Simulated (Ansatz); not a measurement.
Born–Oppenheimer molecular dynamics of CH₃BNO (7 atoms, charge -1, multiplicity 1). It starts from a relaxed structure.

All numbers below come from Ansatz 0.2.0, RKS PBE0-D4/def2-mTZVP.

```
ensemble        : NVT, Langevin thermostat
time step       : 0.5 fs
steps asked     : 150
set temperature : 400 K
friction        : 0.001 /fs
seed            : 672051
```

Frames 2.5 fs apart, positions in Å, forces in eV/Å.

Velocities at 35.0 fs (Å/ps):

```
B -0.50 -1.97 3.81
C -0.21 0.83 -1.46
N 4.21 1.45 1.71
O -3.97 3.65 -3.42
H 16.42 1.44 -11.68
H -13.62 -9.97 13.20
H 14.27 -16.21 28.22
```

```xyz
7
Properties=species:S:1:pos:R:3:forces:R:3 time_fs=35.0 energy_less_start_eV=0.145 T=192
B -0.125 1.037 -0.073 0.11 1.24 -0.43
C -0.143 -0.469 0.004 -1.32 0.02 -0.58
N -0.574 -1.635 -0.238 -0.17 -1.20 -0.35
O 0.950 0.026 0.495 1.45 0.42 0.53
H 0.193 1.622 -1.124 0.00 -0.42 0.22
H -0.647 1.847 0.679 -0.02 -0.39 0.30
H 0.147 -2.357 -0.054 -0.06 0.34 0.31
7
Properties=species:S:1:pos:R:3:forces:R:3 time_fs=37.5 energy_less_start_eV=0.156 T=182
B -0.125 1.036 -0.065 0.15 1.56 -0.73
C -0.148 -0.467 -0.001 -1.10 -0.02 -0.61
N -0.563 -1.635 -0.233 0.30 -2.17 -0.02
O 0.943 0.036 0.487 1.52 0.38 0.76
H 0.230 1.614 -1.142 -0.29 -0.44 0.70
H -0.677 1.812 0.721 0.14 -0.40 -0.03
H 0.169 -2.371 0.021 -0.73 1.10 -0.07
7
Properties=species:S:1:pos:R:3:forces:R:3 time_fs=40.0 energy_less_start_eV=0.070 T=279
B -0.125 1.044 -0.061 0.14 0.91 -0.48
C -0.159 -0.465 -0.009 -0.63 0.24 -0.55
N -0.552 -1.645 -0.228 -0.45 -1.18 -0.06
O 0.940 0.047 0.483 1.07 0.04 0.75
H 0.255 1.581 -1.120 -0.35 -0.04 0.43
H -0.695 1.755 0.762 0.11 -0.12 -0.14
H 0.155 -2.325 0.093 0.11 0.14 0.05
7
Properties=species:S:1:pos:R:3:forces:R:3 time_fs=42.5 energy_less_start_eV=0.086 T=258
B -0.123 1.056 -0.059 -0.06 -0.15 0.33
C -0.174 -0.463 -0.020 0.03 0.34 -0.41
N -0.542 -1.661 -0.223 -1.19 0.21 -0.27
O 0.941 0.058 0.481 0.32 -0.39 0.56
H 0.262 1.551 -1.070 -0.13 0.64 -0.47
H -0.707 1.693 0.798 0.00 0.22 -0.14
H 0.146 -2.273 0.165 1.03 -0.86 0.41
7
Properties=species:S:1:pos:R:3:forces:R:3 time_fs=45.0 energy_less_start_eV=0.110 T=224
B -0.123 1.066 -0.056 -0.13 -0.72 0.72
C -0.189 -0.460 -0.034 0.67 0.03 -0.22
N -0.536 -1.677 -0.216 0.09 -0.15 0.59
O 0.942 0.067 0.481 -0.39 -0.63 0.29
H 0.260 1.559 -1.044 -0.03 0.93 -0.85
H -0.719 1.646 0.826 -0.07 0.43 -0.15
H 0.187 -2.262 0.252 -0.13 0.11 -0.37
7
Properties=species:S:1:pos:R:3:forces:R:3 time_fs=47.5 energy_less_start_eV=0.130 T=199
B -0.123 1.073 -0.047 0.11 -0.35 0.04
C -0.200 -0.457 -0.048 1.00 -0.50 -0.06
N -0.528 -1.693 -0.208 0.93 0.03 1.18
O 0.941 0.075 0.481 -0.83 -0.62 0.03
H 0.254 1.622 -1.061 -0.31 0.40 0.02
H -0.734 1.627 0.848 -0.02 0.41 -0.25
H 0.226 -2.251 0.317 -0.88 0.62 -0.95
7
Properties=species:S:1:pos:R:3:forces:R:3 time_fs=50.0 energy_less_start_eV=0.121 T=216
B -0.123 1.078 -0.038 0.19 0.14 -0.62
C -0.206 -0.454 -0.062 1.00 -0.94 0.04
N -0.518 -1.709 -0.195 0.14 1.36 0.54
O 0.937 0.079 0.481 -0.98 -0.50 -0.14
H 0.233 1.707 -1.077 -0.44 -0.23 0.77
H -0.751 1.629 0.854 0.05 0.31 -0.26
H 0.215 -2.214 0.331 0.04 -0.14 -0.33
7
Properties=species:S:1:pos:R:3:forces:R:3 time_fs=52.5 energy_less_start_eV=0.146 T=188
B -0.122 1.085 -0.032 -0.04 0.26 -0.69
C -0.206 -0.456 -0.076 0.87 -0.94 0.19
N -0.506 -1.720 -0.179 -1.00 2.37 -0.43
O 0.930 0.081 0.481 -0.89 -0.33 -0.23
H 0.189 1.781 -1.052 -0.25 -0.53 0.78
H -0.765 1.649 0.846 0.09 0.13 -0.16
H 0.208 -2.189 0.329 1.21 -0.95 0.53
7
Properties=species:S:1:pos:R:3:forces:R:3 time_fs=55.0 energy_less_start_eV=0.092 T=257
B -0.121 1.093 -0.029 -0.36 -0.14 -0.22
C -0.202 -0.462 -0.089 0.87 -0.39 0.48
N -0.498 -1.721 -0.164 0.14 1.01 0.19
O 0.920 0.081 0.480 -0.68 -0.13 -0.30
H 0.137 1.827 -0.983 0.15 -0.36 0.05
H -0.768 1.681 0.823 0.00 -0.05 0.11
H 0.260 -2.214 0.347 -0.13 0.06 -0.31
7
Properties=species:S:1:pos:R:3:forces:R:3 time_fs=57.5 energy_less_start_eV=0.181 T=173
B -0.122 1.101 -0.028 -0.76 -0.73 0.55
C -0.192 -0.471 -0.099 0.69 0.48 0.68
N -0.489 -1.718 -0.149 0.85 -0.38 0.44
O 0.907 0.081 0.479 -0.26 0.08 -0.28
H 0.089 1.857 -0.912 0.57 0.09 -0.93
H -0.771 1.715 0.807 -0.04 -0.28 0.30
H 0.309 -2.239 0.352 -1.06 0.74 -0.77
7
Properties=species:S:1:pos:R:3:forces:R:3 time_fs=60.0 energy_less_start_eV=0.190 T=153
B -0.127 1.103 -0.025 -0.91 -0.64 0.52
C -0.179 -0.478 -0.106 0.15 1.06 0.65
N -0.478 -1.717 -0.133 -0.09 -0.35 -0.37
O 0.894 0.081 0.476 0.41 0.28 -0.10
H 0.072 1.894 -0.889 0.63 -0.04 -0.93
H -0.776 1.729 0.811 -0.02 -0.43 0.30
H 0.305 -2.227 0.316 -0.18 0.13 -0.07
7
Properties=species:S:1:pos:R:3:forces:R:3 time_fs=62.5 energy_less_start_eV=0.216 T=127
B -0.135 1.102 -0.021 -0.70 0.01 -0.15
C -0.165 -0.478 -0.110 -0.56 0.79 0.56
N -0.469 -1.717 -0.117 -1.47 0.58 -1.36
O 0.884 0.081 0.474 1.13 0.51 0.15
H 0.096 1.926 -0.912 0.36 -0.65 -0.14
H -0.776 1.716 0.833 0.01 -0.41 0.15
H 0.294 -2.215 0.275 1.24 -0.83 0.80
```

Of the whole run (75 fs, mean temperature of the second half 190 K): The mean temperature of the second half is 52 % below the set value. A run of 0.075 ps of so small a system gives no equilibrium averages. Limits of this set-up: an anion without diffuse functions, the dipole of an ion depends on the origin.

The run took 9.2 min on 1 CPU thread of a shared host.
